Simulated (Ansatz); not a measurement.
Steps of a relaxation of CH₆O₃SZr, SMILES `C[S][Zr]([OH])([OH])[OH]` with RKS PBE0-D4/def2-TZVP.

```sh
$ ansatz run in.yaml --threads 4 --pin off --events-out ev --progress --plain --max-ram 11315MiB
```

```yaml
crystal:
  periodic: [false, false, false]
  atoms:
    - {symbol: C, position_ang: [-0.622790, -1.168650, 1.620940]}
    - {symbol: S, position_ang: [0.990610, -1.550330, 0.785440]}
    - {symbol: Zr, position_ang: [0.540210, 0.363650, -0.655570]}
    - {symbol: O, position_ang: [1.949490, 0.504000, -1.874660]}
    - {symbol: O, position_ang: [-1.081050, -0.060300, -1.523760]}
    - {symbol: O, position_ang: [0.225210, 1.812070, 0.501250]}
    - {symbol: H, position_ang: [-1.415920, -1.105850, 0.864200]}
    - {symbol: H, position_ang: [-0.833320, -1.982130, 2.314120]}
    - {symbol: H, position_ang: [-0.518570, -0.228010, 2.172130]}
    - {symbol: H, position_ang: [2.492150, 1.209460, -2.240630]}
    - {symbol: H, position_ang: [-1.174190, -0.177520, -2.477620]}
    - {symbol: H, position_ang: [-0.551830, 2.383620, 0.514140]}
basis:
  gaussian: {orbitals: def2-TZVP}
hamiltonian: {xc: pbe0, dispersion: d4}
relax: {f_tol: 0.005, max_steps: 150}
```

Positions (Å) and forces (eV/Å) along the path, 12 of 25 steps:

```xyz
12
step=1 energy=-19389.8104 eV
C    -0.623   -1.169    1.621    0.468    0.042   -0.251
S     0.991   -1.550    0.785   -0.212   -0.113    0.324
Zr    0.540    0.364   -0.656    0.488   -1.954    1.270
O     1.949    0.504   -1.875    1.643    0.925   -1.564
O    -1.081   -0.060   -1.524   -1.431   -0.227   -1.578
O     0.225    1.812    0.501   -0.794    2.037    0.928
H    -1.416   -1.106    0.864   -0.002   -0.027    0.326
H    -0.833   -1.982    2.314   -0.080    0.026   -0.050
H    -0.519   -0.228    2.172   -0.200   -0.197   -0.029
H     2.492    1.209   -2.241    0.048   -0.388    0.018
H    -1.174   -0.178   -2.478   -0.275   -0.072    0.361
H    -0.552    2.384    0.514    0.348   -0.053    0.245
12
step=3 energy=-19390.1404 eV
C    -0.631   -1.247    1.708    0.191   -0.015   -0.095
S     0.956   -1.520    0.809   -0.189    0.056    0.107
Zr    0.537    0.369   -0.701   -0.051    0.078   -0.032
O     1.997    0.567   -1.956    0.171    0.287    0.060
O    -1.131    0.011   -1.646    0.207   -0.086   -0.308
O     0.243    1.956    0.389   -0.241   -0.013   -0.122
H    -1.473   -1.165    1.016    0.026   -0.007    0.040
H    -0.795   -2.116    2.344   -0.012    0.008   -0.011
H    -0.571   -0.355    2.335   -0.003   -0.055   -0.029
H     2.665    1.209   -2.214   -0.194   -0.286    0.040
H    -1.272   -0.235   -2.566   -0.115    0.068    0.288
H    -0.525    2.526    0.482    0.210   -0.037    0.064
12
step=6 energy=-19390.2172 eV
C    -0.626   -1.253    1.677    0.012   -0.063    0.070
S     0.969   -1.409    0.801   -0.019    0.031   -0.030
Zr    0.524    0.448   -0.745   -0.060   -0.074    0.044
O     2.105    0.672   -1.808    0.051    0.047   -0.074
O    -1.028   -0.043   -1.776    0.016   -0.002   -0.011
O     0.093    1.990    0.325   -0.015    0.033   -0.014
H    -1.461   -1.068    0.998    0.013    0.032   -0.033
H    -0.821   -2.197    2.184    0.014   -0.012   -0.003
H    -0.576   -0.459    2.421   -0.014    0.023   -0.003
H     2.822    1.075   -2.291   -0.041   -0.039    0.043
H    -1.572   -0.477   -2.427    0.030    0.028    0.009
H    -0.429    2.722    0.641    0.015   -0.004    0.002
12
step=10 energy=-19390.2215 eV rejected
C    -0.615   -1.288    1.710    0.013    0.012    0.008
S     0.998   -1.334    0.852   -0.031    0.004    0.029
Zr    0.488    0.465   -0.741    0.051    0.012   -0.065
O     2.055    0.644   -1.831   -0.041   -0.015    0.033
O    -1.059   -0.074   -1.756   -0.091   -0.063   -0.114
O     0.071    2.066    0.240   -0.037    0.029    0.039
H    -1.435   -1.048    1.029   -0.004   -0.012    0.013
H    -0.803   -2.280    2.122   -0.002    0.026   -0.011
H    -0.594   -0.561    2.522    0.004   -0.030   -0.022
H     2.827    1.014   -2.248    0.020    0.019   -0.017
H    -1.539   -0.416   -2.508    0.085    0.058    0.131
H    -0.394    2.812    0.609    0.033   -0.041   -0.024
12
step=11 energy=-19390.2221 eV
C    -0.618   -1.279    1.707    0.006   -0.005    0.002
S     0.991   -1.349    0.844   -0.013    0.004    0.004
Zr    0.496    0.457   -0.746    0.021    0.008    0.001
O     2.064    0.651   -1.833   -0.020   -0.009    0.011
O    -1.056   -0.073   -1.759    0.039    0.027    0.063
O     0.076    2.043    0.259    0.021   -0.052   -0.025
H    -1.441   -1.046    1.027    0.002   -0.003    0.005
H    -0.810   -2.263    2.136   -0.001    0.010   -0.005
H    -0.589   -0.540    2.507    0.000   -0.007   -0.004
H     2.826    1.034   -2.256    0.011    0.009   -0.009
H    -1.540   -0.422   -2.500   -0.041   -0.029   -0.063
H    -0.400    2.786    0.614   -0.023    0.047    0.021
12
step=16 energy=-19390.2226 eV
C    -0.622   -1.286    1.708    0.001   -0.001    0.004
S     1.001   -1.322    0.872   -0.003   -0.001    0.002
Zr    0.496    0.462   -0.740    0.003   -0.005   -0.001
O     2.059    0.652   -1.833   -0.001    0.001    0.002
O    -1.054   -0.096   -1.744    0.008    0.007    0.007
O     0.066    2.059    0.238   -0.005    0.005   -0.001
H    -1.434   -1.019    1.026    0.002   -0.001    0.005
H    -0.826   -2.287    2.089    0.002    0.010   -0.005
H    -0.604   -0.584    2.541   -0.001   -0.006   -0.007
H     2.812    1.037   -2.272   -0.004   -0.002    0.001
H    -1.533   -0.440   -2.492   -0.006   -0.004   -0.006
H    -0.363    2.824    0.609    0.003   -0.005   -0.001
12
step=18 energy=-19390.2226 eV
C    -0.622   -1.284    1.706   -0.012   -0.007    0.009
S     1.007   -1.316    0.880   -0.004    0.001    0.004
Zr    0.497    0.460   -0.737   -0.004   -0.005   -0.002
O     2.059    0.653   -1.831    0.006    0.003   -0.004
O    -1.051   -0.105   -1.738    0.002    0.001   -0.003
O     0.062    2.061    0.232   -0.006    0.011    0.007
H    -1.427   -0.992    1.027    0.012   -0.003    0.009
H    -0.839   -2.292    2.061    0.005    0.022   -0.007
H    -0.602   -0.601    2.555    0.000   -0.011   -0.013
H     2.807    1.039   -2.277   -0.004   -0.003    0.002
H    -1.531   -0.451   -2.485   -0.001    0.000    0.001
H    -0.359    2.828    0.608    0.005   -0.009   -0.004
12
step=20 energy=-19390.2226 eV
C    -0.620   -1.281    1.708   -0.006   -0.003    0.004
S     1.007   -1.317    0.879   -0.001    0.002   -0.003
Zr    0.495    0.458   -0.739    0.005   -0.001    0.003
O     2.059    0.652   -1.829   -0.002    0.002   -0.001
O    -1.050   -0.105   -1.745   -0.002   -0.003   -0.005
O     0.057    2.057    0.233    0.001   -0.002   -0.002
H    -1.424   -0.978    1.033    0.005   -0.002    0.005
H    -0.844   -2.290    2.055    0.000    0.007   -0.003
H    -0.593   -0.606    2.562    0.000   -0.003   -0.005
H     2.807    1.038   -2.276    0.001   -0.001    0.000
H    -1.531   -0.452   -2.491    0.001    0.002    0.005
H    -0.364    2.823    0.610   -0.001    0.001    0.001
12
step=21 energy=-19390.2227 eV
C    -0.619   -1.279    1.709   -0.006    0.002   -0.002
S     1.006   -1.319    0.879    0.003   -0.001   -0.002
Zr    0.496    0.456   -0.740   -0.002    0.003    0.005
O     2.060    0.654   -1.829   -0.004   -0.001    0.002
O    -1.048   -0.108   -1.748   -0.001   -0.002   -0.004
O     0.054    2.054    0.232    0.005   -0.009   -0.006
H    -1.423   -0.962    1.039    0.003   -0.001    0.003
H    -0.851   -2.289    2.046    0.000    0.000    0.000
H    -0.586   -0.612    2.570    0.000    0.000   -0.001
H     2.807    1.041   -2.277    0.003    0.001   -0.001
H    -1.530   -0.456   -2.492    0.001    0.001    0.004
H    -0.367    2.819    0.611   -0.004    0.007    0.003
12
step=22 energy=-19390.2227 eV
C    -0.618   -1.276    1.709   -0.006    0.002    0.000
S     1.008   -1.320    0.880    0.005    0.000   -0.002
Zr    0.496    0.455   -0.739   -0.001    0.003   -0.002
O     2.060    0.654   -1.828   -0.004   -0.001    0.002
O    -1.046   -0.111   -1.748    0.000   -0.001   -0.001
O     0.052    2.053    0.232    0.005   -0.007   -0.002
H    -1.419   -0.947    1.042    0.003   -0.002    0.004
H    -0.857   -2.288    2.036   -0.001    0.002   -0.001
H    -0.581   -0.618    2.576   -0.001   -0.002   -0.002
H     2.806    1.041   -2.277    0.002    0.000   -0.001
H    -1.530   -0.460   -2.491    0.001    0.001    0.002
H    -0.369    2.818    0.611   -0.003    0.006    0.002
12
step=23 energy=-19390.2227 eV
C    -0.618   -1.274    1.708   -0.007   -0.001    0.003
S     1.009   -1.319    0.880    0.003    0.001   -0.001
Zr    0.495    0.455   -0.739    0.000   -0.005    0.000
O     2.060    0.655   -1.827   -0.001    0.001   -0.001
O    -1.045   -0.115   -1.748    0.000    0.001   -0.001
O     0.050    2.052    0.231    0.001    0.000    0.001
H    -1.416   -0.934    1.044    0.005   -0.002    0.004
H    -0.864   -2.288    2.025    0.001    0.007   -0.002
H    -0.577   -0.625    2.582   -0.001   -0.004   -0.005
H     2.805    1.042   -2.278    0.001   -0.001    0.000
H    -1.530   -0.466   -2.489    0.000    0.000    0.000
H    -0.370    2.817    0.612   -0.001    0.001    0.000
12
step=25 energy=-19390.2227 eV
C    -0.617   -1.272    1.707   -0.001   -0.002    0.002
S     1.012   -1.317    0.883    0.000   -0.001    0.000
Zr    0.495    0.453   -0.738    0.001    0.002    0.000
O     2.059    0.656   -1.827    0.002    0.001   -0.001
O    -1.044   -0.118   -1.748    0.000   -0.001    0.001
O     0.048    2.051    0.231   -0.002    0.005    0.003
H    -1.412   -0.920    1.045    0.000    0.000    0.001
H    -0.870   -2.288    2.012    0.001    0.004   -0.001
H    -0.575   -0.632    2.588    0.000   -0.001   -0.002
H     2.804    1.042   -2.278   -0.002   -0.001    0.001
H    -1.531   -0.470   -2.487   -0.001    0.000   -0.001
H    -0.371    2.816    0.611    0.002   -0.004   -0.003
```

It took 2.5 min on 4 threads of an Arm Neoverse V1 on a shared host, with 0.81 GiB of host memory at the peak.
